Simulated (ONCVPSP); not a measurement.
# Fe, ONCV: configuration errors across variants

Fe, optimised norm-conserving Vanderbilt (ONCV), made with ONCVPSP 4.0.1 (BLYP, scalar-relativistic). Core [Ne], reference 3s2 3p6 3d6 4s2. Waves: 3s+4s: rc 1.30 bohr, ncon 4, nbas 7, qcut 8.9 1/bohr, 2 projectors; 3p: rc 1.05 bohr, ncon 4, nbas 8, qcut 13 1/bohr, 2 projectors, debl 0.8 Ha; 3d: rc 1.05 bohr, ncon 3, nbas 7, qcut 12.3 1/bohr, 3 projectors, debl 2.8 Ha. Local part: polynomial inside 0.90 bohr (lpopt 5, dvloc0 0 Ha). Core correction: none.

In the p channel the program set the typed energies aside and used -2.199, 0.250 Ha.

All-electron excitation energies from the reference (eV): (1) 3s2 3p6 3d6 4s1 8.728; (2) 3s2 3p6 3d6 4s0 25.110; (3) 3s2 3p6 3d5 4s0 59.335; (4) 3s2 3p6 3d6 4s1 4p1 4.122.

Errors AE − PS in meV (a dash: test not solved or not reliable):

```tsv
change	(1)	(2)	(3)	(4)	bound ghosts	GHOST(+) flags above zero
base	-0.2	+1.0	-5.3	-0.1	none	none
all radii scaled by about 0.78 (s 1.02, p 0.82, d 0.82 bohr); local potential polynomial inside 0.72 bohr (lpopt 5, dvloc0 0 Ha)	-0.5	-0.7	-19	-0.2	none	s, d
all radii scaled by about 0.86 (s 1.12, p 0.90, d 0.90 bohr); local potential polynomial inside 0.78 bohr (lpopt 5, dvloc0 0 Ha)	-0.3	0.0	-12	-0.1	none	d
all radii scaled by about 0.93 (s 1.20, p 0.98, d 0.98 bohr); local potential polynomial inside 0.84 bohr (lpopt 5, dvloc0 0 Ha)	-0.2	+0.5	-8.2	-0.1	none	s
all radii scaled by about 1.11 (s 1.44, p 1.16, d 1.16 bohr); local potential polynomial inside 1.00 bohr (lpopt 5, dvloc0 0 Ha)	-0.1	+1.5	-1.1	-0.1	none	none
all radii scaled by about 1.18 (s 1.54, p 1.24, d 1.24 bohr); local potential polynomial inside 1.06 bohr (lpopt 5, dvloc0 0 Ha)	0.0	+1.7	+1.5	-0.1	none	none
all radii scaled by about 1.22 (s 1.58, p 1.28, d 1.28 bohr); local potential polynomial inside 1.10 bohr (lpopt 5, dvloc0 0 Ha)	0.0	+1.9	+3.0	-0.1	none	none
```

Task: Give the same row for: all radii scaled by about 1.29 (s 1.68, p 1.36, d 1.36 bohr); local potential polynomial inside 1.16 bohr (lpopt 5, dvloc0 0 Ha).

Result: 0.0, +2.1, +6.0, -0.1; bound ghosts: none; GHOST(+) flags above zero: none.
